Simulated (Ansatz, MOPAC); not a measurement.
Diatomic CdF, multiplicity 2 (lowest of 2S+1 = 2, 4 at CCSD(T)/def2-TZVPP on PBE0 minima; our sources give no spin for the ground state, which may be another). No spin–orbit coupling.

Constants: fifth-degree fit in 1/R to seven points, most abundant isotopes. Runs in def2 and cc sets follow the lowest solution found near the PBE0 minimum.

Run with Ansatz (Gaussian orbitals); MOPAC for PM6, PM7 (differences of heats of formation). Each number belongs to the level named beside it. In def2 rows elements past Kr take small-core potentials, without spin–orbit coupling.

| level | r_e (Å) | ω_e (cm⁻¹) | ω_e x_e (cm⁻¹) | α_e (cm⁻¹) | dipole (D) |
|---|---|---|---|---|---|
| PM6 | 1.932 | 461 | 2.3 | 0.0020 | - |
| PM7 | 1.955 | 645 | 2.0 | 0.0013 | - |
| SVWN5/def2-TZVPP | 1.973 | 512 | 3.3 | 0.0022 | 3.27 |
| PBE/def2-TZVPP | 2.020 | 468 | 3.4 | 0.0022 | 3.40 |
| r2SCAN/def2-TZVPP | 1.991 | 508 | 3.3 | 0.0021 | 3.46 |
| B97M-V/def2-TZVPP | 2.001 | 489 | 3.6 | 0.0023 | 3.58 |
| B3LYP/def2-TZVPP | 2.012 | 485 | 3.4 | 0.0022 | 3.72 |
| PBE0/def2-TZVPP | 1.992 | 507 | 3.2 | 0.0021 | 3.68 |
| BHLYP/def2-TZVPP | 1.987 | 525 | 3.0 | 0.0020 | 3.99 |
| CAM-B3LYP/def2-TZVPP | 1.988 | 518 | 3.0 | 0.0020 | 3.76 |
| wB97X-V/def2-TZVPP | 1.989 | 523 | 2.8 | 0.0019 | 3.75 |
| wB97M-V/def2-TZVPP | 1.989 | 522 | 2.9 | 0.0019 | 3.66 |
| B2PLYP/def2-TZVPP | 1.996 | 508 | 3.1 | 0.0020 | - |
| CCSD/def2-TZVPP | 1.978 | 534 | 2.8 | 0.0020 | - |
| CCSD/def2-QZVPP | 1.977 | 542 | 2.8 | 0.0019 | - |
| CCSD(T)/def2-TZVPP | 1.980 | 529 | 2.9 | 0.0020 | - |
| CCSD(T)/def2-QZVPP | 1.979 | 537 | 2.8 | 0.0019 | - |
| CCSD(T)/CBS(def2-TZVPP, def2-QZVPP) | 1.980 | 539 | 2.8 | 0.0018 | - |

Correlated levels freeze the inner cores; with def2 sets outer-core shells near the valence are correlated too. CBS: X⁻³ extrapolation of the correlation energy, Hartree–Fock from the larger set. The state reached by PM6, PM7 isn't checked; PM7 holds dispersion and hydrogen-bond terms.

Ansatz is a program for electronic structure.
